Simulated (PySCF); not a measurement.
# Bond lengths and vibrations by method: BCClH3N

These are calculations, not measurements. They come from PySCF 2.14.0, an open-source quantum chemistry program, on an isolated molecule that a program drew, which may never have been made. The molecule is BCClH3N (charge 0, singlet), drawn as the SMILES string `CN=BCl`.

The geometry was optimised and harmonic frequencies were computed with HF and MP2, all in the cc-pV(D+d)Z basis, for the commonest isotopes, with a restricted reference for singlets and an unrestricted one otherwise, and a frozen core in MP2. Each result is a local minimum of its method.

Geometry at the HF minimum:
```xyz
7
BCClH3N, angstrom
C    -2.5915   -0.3570    2.1729
N    -2.6729   -1.6177    2.8060
B    -2.7432   -2.7076    3.3534
Cl   -2.8417   -4.2352    4.1205
H    -3.4411   -0.2016    1.5055
H    -1.6778   -0.2775    1.5812
H    -2.5884    0.4484    2.9096
```

Lengths of the bonds as drawn, in Å (atoms numbered as above):
| bond | HF | MP2 |
|---|---|---|
| C1-N2 | 1.413 | 1.419 |
| N2-B3 | 1.222 | 1.254 |
| B3-Cl4 | 1.712 | 1.713 |
| C1-H5 | 1.092 | 1.103 |
| C1-H6 | 1.092 | 1.103 |
| C1-H7 | 1.092 | 1.103 |

Rotational constants, in GHz:
| constant | HF | MP2 |
|---|---|---|
| A | 160.7 | 157.3 |
| B | 2.143 | 2.102 |
| C | 2.143 | 2.102 |

Harmonic frequencies in cm^-1, each column in rising order, so a row needn't be the same motion in every method:
```
rank,HF,MP2
1,169,154
2,169,154
3,432,350
4,432,350
5,575,557
6,1173,1140
7,1240,1150
8,1240,1150
9,1571,1461
10,1596,1497
11,1596,1497
12,2274,2097
13,3176,?
14,3247,3167
15,3247,3167
```

**Estimate the missing MP2 frequency from the HF column.**

A single factor s that minimises the squared misfit of MP2 against s times HF over the other rows is sum(HF x MP2) / sum(HF^2) = 0.9549, with an rms misfit of 45 cm^-1. For rank 13 it gives 0.9549 x 3176 = 3033 cm^-1. The calculation gives 3074 cm^-1, 41 cm^-1 above the estimate. The drawn bonds are on average 1.0 % longer in MP2 than in HF.
